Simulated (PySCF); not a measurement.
## Electronic structure of Ga⁺ (gallium, charge +1) at the UHF level

Configuration: [Ar] 3d10 4s2, closed-shell 1S. All numbers are calculated (PySCF 2.14, no relativity, point nucleus, in pcseg-2).

```
Total energy                                     : -1923.027264 hartree
One-electron energy                              : -2676.9958 hartree
Hartree (Coulomb) energy                         : 827.3356 hartree
Exchange energy                                  : -73.3670 hartree
Kinetic energy                                   : 1925.99826 hartree
⟨S²⟩                                             : 0.0000
⟨L²⟩                                             : 0.000
Sum of ⟨r⟩                                       : 19.70 bohr
Sum of ⟨r²⟩                                      : 25.55 bohr²
Density at the nucleus (Gaussians lack the cusp) : 20200 bohr⁻³
Langevin diamagnetic susceptibility              : -20.2 ×10⁻⁶ cm³/mol
Time after the integrals                         : 0.12 s of wall time on 1 thread of Neoverse-V1 (shared host)
```

```json
{"shell": "1s", "electrons": "2", "mean orbital energy (hartree)": "-378.98875", "rms radius, mean of both spins (bohr)": "0.0572"}
{"shell": "2s", "electrons": "2", "mean orbital energy (hartree)": "-48.37225", "rms radius, mean of both spins (bohr)": "0.240"}
{"shell": "2p", "electrons": "6", "mean orbital energy (hartree)": "-42.69811", "rms radius, mean of both spins (bohr)": "0.213"}
{"shell": "3s", "electrons": "2", "mean orbital energy (hartree)": "-6.67765", "rms radius, mean of both spins (bohr)": "0.710"}
{"shell": "3p", "electrons": "6", "mean orbital energy (hartree)": "-4.76627", "rms radius, mean of both spins (bohr)": "0.743"}
{"shell": "3d", "electrons": "10", "mean orbital energy (hartree)": "-1.48170", "rms radius, mean of both spins (bohr)": "0.892"}
{"shell": "4s", "electrons": "2", "mean orbital energy (hartree)": "-0.68906", "rms radius, mean of both spins (bohr)": "2.54"}
```
